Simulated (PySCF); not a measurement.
1-bromo-1-methylcyclopropane (C₄H₇Br), SMILES CC1(Br)CC1.

The structure is a stationary point at r2SCAN-D4/def2-SVP.

Two levels are set side by side: PBE/def2-TZVP (PySCF) and B3LYP/def2-TZVP (PySCF). Same geometry, gas phase. Differences are taken from unrounded values.

```tsv
quantity	B3LYP	PBE	PBE minus B3LYP
orbital gap (eV)	6.88	5.10	-1.78
highest occupied level (eV)	-7.22	-6.20	1.02
lowest empty level (eV)	-0.34	-1.10	-0.76
dipole moment (D)	2.08	2.04	-0.05
mean polarisability (bohr³)	66.6	68.0	1.4
```

PBE's occupied levels lie high since its potential decays too fast outside the molecule; exact exchange lowers them and widens the gap. Differences between two approximate levels are no errors against the true value.

Rough cost on one machine, each run with all the roots and properties that it gave: B3LYP against PBE within a factor of 2.
